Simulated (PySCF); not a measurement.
Telling isomers of C₄H₁₀O₃Si apart by NMR

All values are calculated (PySCF 2.14): σ from GIAO-PBE0/pcSseg-1, coordinates at the GFN2-xTB level. No solvent model, equivalent nuclei averaged, single conformer, relativity neglected.

Scale: TMS for ¹H (31.72 ppm), ¹³C (186.93 ppm) (reference shieldings calculated alike). Where no couplings were computed, multiplicities follow the n + 1 count of equivalent neighbours, and m marks all less simple cases (inequivalent or close neighbours, rings, F or P nearby). Shifts are as computed. Against solution values, carbons near 30 ppm lie about +3 ppm off and those near 130 ppm about +5 ppm. Of 1211 compounds with measured shifts, 218 miss one by over three times the rms of a fit or turn the order of signals round; such compounds aren't used in these exercises.

(1) Tabulate the signals of `CO[SiH](OC)C(C)=O`, `CO/C=C(\OC)O[SiH3]`, `COC[SiH2]OC(C)=O`, `COC(=O)[C@H](C)O[SiH3]` and their relative energies.

(2) What is the quickest way to tell CO[SiH](OC)C(C)=O from CO/C=C(\OC)O[SiH3]?

(3) What is the quickest way to tell CO[SiH](OC)C(C)=O from COC[SiH2]OC(C)=O?

(4) What is the quickest way to tell CO/C=C(\OC)O[SiH3] from COC[SiH2]OC(C)=O?

Answers

(1) 
```tsv
SMILES	carbon types	δC	δH	E rel. (kcal/mol)
CO[SiH](OC)C(C)=O	1×C 3×CH3	249.3, 52.6, 40.0	4.51 (s, 1H), 3.97 (s, 6H), 2.40 (s, 3H)	0.0
CO/C=C(\OC)O[SiH3]	1×C 1×CH 2×CH3	154.9, 118.5, 62.2, 58.7	5.39 (s, 1H), 4.72 (s, 3H), 4.16 (s, 3H), 3.56 (s, 3H)	55.2
COC[SiH2]OC(C)=O	1×C 1×CH2 2×CH3	176.8, 66.3, 65.6, 24.2	4.99 (t, 2H), 3.51 (s, 3H), 3.21 (t, 2H), 2.15 (s, 3H)	8.9
COC(=O)[C@H](C)O[SiH3]	1×C 1×CH 2×CH3	186.3, 70.6, 54.6, 23.9	5.02 (s, 3H), 4.54 (q, 1H), 3.99 (s, 3H), 1.40 (d, 3H)	11.6
```

Energies are electronic energies at PBE0/pcSseg-1 on these geometries, without zero-point or thermal terms, each for the one conformer computed, which needn't be the lowest.

(2) Count the carbon signals: 3 against 4. The first has a carbonyl carbon (C) at 249.3 ppm, the second an alkene carbon bearing oxygen (C) at 154.9 ppm. In the proton spectra the most deshielded non-exchanging signals are 4.51 (s, 1H) and 5.39 (s, 1H).

(3) Count the carbon signals: 3 against 4. The first has a carbonyl carbon (C) at 249.3 ppm, the second a carbonyl carbon (C) at 176.8 ppm. In the proton spectra the most deshielded non-exchanging signals are 4.51 (s, 1H) and 4.99 (t, 2H).

(4) Both give the same number of carbon signals, but DEPT or the intensities differ. The first has an alkene carbon bearing oxygen (CH) at 118.5 ppm, the second an sp3 CH2 bonded to O and Si at 66.3 ppm. Their most deshielded carbons lie at 154.9 and 176.8 ppm.
